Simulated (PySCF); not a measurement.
**Ionisation energy of Tl by level of theory**

Tl [Xe] 4f14 5d10 6s2 6p1 (2P) → Tl⁺ [Xe] 4f14 5d10 6s2 (1S), as a difference of total energies. Calculation: PySCF 2.14, in x2c-TZVPPall with one added diffuse shell each of s, p, d, f type (12s8p7d4f, 99 functions); scalar relativity by spin-free X2C-1e. Correlated levels: valence: [Xe] 4f14 5d10 frozen. The calculations carry no spin-orbit coupling.

```tsv
method	ionisation energy (eV)
UHF	5.000
MP2 (valence)	5.171
SCS-MP2 (valence)	5.152
CCSD (valence)	5.217
CCSD(T) (valence)	5.230
```

**Question.** How much does correlation contribute at CCSD(T) (valence)?

**Answer.** 5.230 − (5.000) = 0.230 eV, measured against UHF.

A first-order spin-orbit estimate (lowest level to lowest level, LS coupling) adds 0.533 eV.

Errors of the correlated levels include the incompleteness of this basis and the frozen core.

For comparison: 6.108 eV (measured; NIST Atomic Spectra Database, ionization energies).
